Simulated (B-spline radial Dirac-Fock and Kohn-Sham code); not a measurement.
Conversion-electron coefficients: La, 142 keV

Z = 57 (lanthanum), transition energy 142 keV. These are calculated numbers from a radial finite-basis atomic code; the model is a Dirac-Hartree-Slater potential of the neutral atom with a Latter tail (no hole, which puts coefficients of high multipoles low close above an edge), finite nucleus with surface currents. Subshells that would emit electrons below 1 keV are left out.

```csv
subshell,electron energy (keV),E2,E5,M2,M4,M5
K,103.08,0.409,35.1,2.40,71.4,384
L1,135.73,0.0397,4.85,0.380,20.6,151
L2,136.11,0.0476,176,0.0445,4.94,46.1
L3,136.52,0.0477,137,0.0457,23.4,305
M1,140.64,0.00799,1.19,0.0813,4.78,36.5
M2,140.79,0.0106,41.8,0.0101,1.17,11.1
M3,140.87,0.0108,32.4,0.0106,5.79,78.2
M4,141.15,6.99e-05,3.35,0.000106,0.0976,1.75
M5,141.16,6.89e-05,2.84,1.95e-05,0.104,3.07
total,,0.581,455,3.00,136,1050
```

Q: For a pure M4 transition, what fraction of decays emits a photon?

A: 1/(1 + α) = 0.00732 with the total α = 136; the total includes the outer subshells that are not listed.
